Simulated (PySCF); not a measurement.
Dipole moment and polarisability of vinyl acrylate

Vinyl acrylate, C5H6O2.
Geometry (GFN2-xTB, Å), atoms numbered from 1 in this order:
```
atom  x, y, z in Å
C1    -2.9737   -0.2353    0.1955
C2    -1.8103    0.3797    0.0918
O3    -0.6316   -0.3216    0.1367
C4     0.5310    0.3601    0.0292
O5     0.6010    1.5548   -0.1070
C6     1.6728   -0.5721    0.1017
C7     2.9217   -0.1356    0.0195
H8    -3.0348   -1.3022    0.3172
H9    -3.8916    0.3195    0.1594
H10   -1.6949    1.4495   -0.0323
H11    1.4182   -1.6138    0.2249
H12    3.1204    0.9167   -0.1030
H13    3.7676   -0.7992    0.0700
```

Level: PBE0/def2-SVPD (PySCF), static field, nuclei fixed, core orbitals frozen in the response. The polarisability tensor in these axes (au):

```
x   112.45   5.81  -2.58
y     5.81  61.83  -2.20
z    -2.58  -2.20  44.03
```

**Question.** Diagonalise the tensor; give its mean and Δα, where Δα² is half the sum of the squared differences of the eigenvalues.

**Answer.** Principal values 43.71, 61.38 and 113.23 au; mean 72.77 au = 10.78 Å³ = 12.00 × 10⁻⁴⁰ C²·m²/J; Δα = 62.58 au (86 % of the mean).

**Question.** What is the dipole moment, and where does it point?

**Answer.** (0.38, -1.73, 0.18) D, 1.78 D in size, pointing from the negative to the positive side. Measured along this direction, the outermost atoms are H10 at the negative end and H11 at the positive end.

**Question.** Orientational against electronic polarisability at 250 K (dilute gas, rigid molecules)?

**Answer.** In Gaussian units μ²/3kT = 30.44 Å³ against 10.78 Å³, a ratio of 2.82; the Debye molar polarisation (4π/3)N_A(α + μ²/3kT) is 104.0 cm³/mol, leaving out the vibrational part.

**Question.** What molar refraction does this α imply?

**Answer.** Lorentz–Lorenz: R = (4π/3)N_A α = 2.5225 cm³/(mol·Å³) × 10.78 Å³ = 27.2 cm³/mol, in the limit of long wavelengths.

**Question.** Directions of the eigenvectors, and the extent of the frame along each?

**Answer.** Largest value along (0.99, 0.11, -0.04), where the nuclei span 7.48 Å; middle along (-0.12, 0.99, -0.11), 3.42 Å; least along (0.03, 0.11, 0.99), 0.00 Å. The response follows the extents in order.

**Question.** Sum over states: ᾱ = Σ f/ω², ω in Eh. What share falls to these 6 lowest TDDFT singlets (eV, f)? 4.85, 0.0001; 5.01, 0.2356; 6.25, 0.3384; 7.16, 0.0004; 7.26, 0.0485; 7.31, 0.2913.

**Answer.** They add up to 18.09 au, 24.9 % of the 72.77 au; the largest single term is 6.96 au, from the state at 5.01 eV. Terms in order: 0.00, 6.96, 6.40, 0.01, 0.68, 4.04 au. Higher excitations give the rest. The strengths listed sum to 0.914.

The structure is a single GFN2-xTB conformer in the gas phase; no vibrational or solvent corrections.
